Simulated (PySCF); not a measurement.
```xyz
3
charge 0 multiplicity 6, angstrom
Re    0.0000    0.0000    0.0000
Cl    0.0000    0.0000    2.3088
Cl    0.0000    0.0000   -2.3088
```

All numbers come from UPBE0 in PySCF with Re def2-SVP with ECP60, Cl def2-SVP; scalar-relativistic core potentials, no spin–orbit coupling; density-fitted integrals.

This geometry of ReCl₂ is a stationary point at this level.

What is the point group?

D∞h.

Is it a minimum?

Yes: all harmonic wavenumbers are real, though the softest, 57 cm⁻¹, leaves little margin.

Give the ideal-gas entropy at 298.15 K and 1 bar by parts.

translation 178.1, rotation 72.6, vibration 47.0, spin 14.9; total 312.6 J/(mol K).

What is the atomisation energy, with and without zero-point energy?

750 kJ/mol without, 745 kJ/mol with.

Only a few start shapes were tried, so a lower isomer may exist. Open d and f shells are described by one determinant, and the ground state may have another occupation or spin. With an element this heavy the missing spin–orbit coupling can shift these numbers.
